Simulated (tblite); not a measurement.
Compound: C2H4F4GaO (charge -1).
Numbering: `[CH3:1][O:2][Ga-:3]([F:4])([F:5])[CH:6]([F:7])[F:8]` (hydrogens: H9, H10, H11 on C1; H12 on C6)

Computed with GFN2-xTB (tblite), gas phase: L-BFGS steps from a force-field or distance-geometry start until the largest atomic force falls under 0.01 eV/Å.

Geometry at step 7:
```
atom  x, y, z in Å
C1     -1.9028    0.2929   -0.0099
O2     -1.1107   -0.0573    1.0932
Ga3     0.4646   -0.8725    0.6300
F4      0.1156   -2.1727   -0.5924
F5      1.3977   -1.4838    2.0227
C6      1.6024    0.5035   -0.4375
F7      1.5960    1.7330    0.1852
F8      2.9315    0.1646   -0.5124
H9     -2.8201    0.7648    0.3703
H10    -2.1698   -0.5859   -0.6118
H11    -1.3998    1.0014   -0.6866
H12     1.2966    0.7112   -1.4768
```

Question: Give the atomic forces at this geometry.

Answer: 
```csv
atom,Fx (eV/Å),Fy (eV/Å),Fz (eV/Å)
C1,-0.113,0.011,-0.038
O2,0.071,-0.100,-0.095
Ga3,0.162,0.126,0.082
F4,0.004,-0.006,0.013
F5,-0.109,-0.028,-0.014
C6,0.089,0.006,-0.024
F7,-0.010,-0.001,-0.004
F8,0.021,0.014,-0.017
H9,0.020,-0.033,-0.048
H10,-0.088,0.059,0.038
H11,-0.036,0.011,0.107
H12,-0.009,-0.059,-0.001
```

The largest, 0.22 eV/Å, acts on Ga3; the rms over all components is 0.063 eV/Å. The forces sum to zero within rounding, as they must for an isolated molecule in no field.

Question: Give the force on Ga3 in Eh/bohr and in nN.

Answer: 0.221 eV/Å ÷ 51.422 = 0.00430 Eh/bohr, and 0.221 eV/Å × 1.602 = 0.35 nN.

Question: How far is this geometry from the end of the optimisation?

Answer: 0.140 eV above it, and 0.935 Å rms away after alignment. The bonds farthest from their final lengths, with half the difference of the two atoms' forces along the bond (positive lengthens):

```json
{"bond": "O2–Ga3", "now (Å)": "1.833", "final (Å)": "1.789", "force along bond (eV/Å)": "-0.03"}
{"bond": "Ga3–C6", "now (Å)": "2.080", "final (Å)": "2.069", "force along bond (eV/Å)": "-0.03"}
{"bond": "C1–H11", "now (Å)": "1.101", "final (Å)": "1.097", "force along bond (eV/Å)": "-0.03"}
{"bond": "C1–O2", "now (Å)": "1.402", "final (Å)": "1.398", "force along bond (eV/Å)": "+0.04"}
{"bond": "Ga3–F5", "now (Å)": "1.784", "final (Å)": "1.781", "force along bond (eV/Å)": "-0.08"}
{"bond": "C6–H12", "now (Å)": "1.103", "final (Å)": "1.100", "force along bond (eV/Å)": "0.00"}
```

The angle farthest from its final value is C1–O2–Ga3, 113.4° against 136.3°.

Of the 2 listed bonds off by 0.010 Å or more, this force points towards the final length in 2.

The cost below is that of the whole relaxation. The run took 5.0 s wall, 2.6 s CPU on Intel Xeon at 2.50 GHz, one thread, no GPU, shared host with 64 logical CPUs at a one-minute load of 18.
